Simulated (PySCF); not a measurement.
Choosing a molecule for a target property.

Each SMILES stands for a single optimised conformer of the isolated species, non-relativistic unless stated. Electronic properties by PySCF.

Dipoles, sizes and rotational constants follow the conformer. The torsions of the flexible species, by atom-mapped SMILES:
- `[O:1]=[CH:2][C@@H:3]1[CH2:4][SiH2:5][Si@H:6]1[SiH3:7]`: O1–C2–C3–C4 -164°
- `[CH2:1]=[C:2]1[CH2:3][O:4][Si@H:5]([NH2:6])[O:7]1`: H–N6–Si5–O4 -168°, H–N6–Si5–O4 59°
- `[CH2:1]=[C:2]([CH2:3][O:4][CH3:5])[CH:6]([F:7])[F:8]`: C1–C2–C3–O4 125°, C2–C3–O4–C5 177°, C1–C2–C6–F7 113°

The conformers of `O=C[C@@H]1C[SiH2][SiH2][SiH2]1` aren't listed.

(1) Wanted: lowest singlet excitation between 4.2 eV and 5.9 eV (TDDFT B3LYP/def2-SVPD) and static isotropic polarisability below 100 au (B3LYP/def2-SVPD), at GFN2-xTB geometries. Which candidate meets both?
A. `C=C(COC)C(F)F`
B. `C=C1CO[Si@H](N)O1`
C. `O=C[C@@H]1C[SiH2][Si@H]1[SiH3]`
D. `O=C[C@@H]1C[SiH2][SiH2][SiH2]1`

## Answers

(1) B. Computed values:
```
                       species  lowest singlet excitation  static isotropic polarisability
O=C[C@@H]1C[SiH2][Si@H]1[SiH3]                    4.16 eV                         127.6 au
O=C[C@@H]1C[SiH2][SiH2][SiH2]1                    4.28 eV                         120.2 au
             C=C1CO[Si@H](N)O1                    5.77 eV                          72.7 au
                 C=C(COC)C(F)F                    5.96 eV                          69.3 au
```
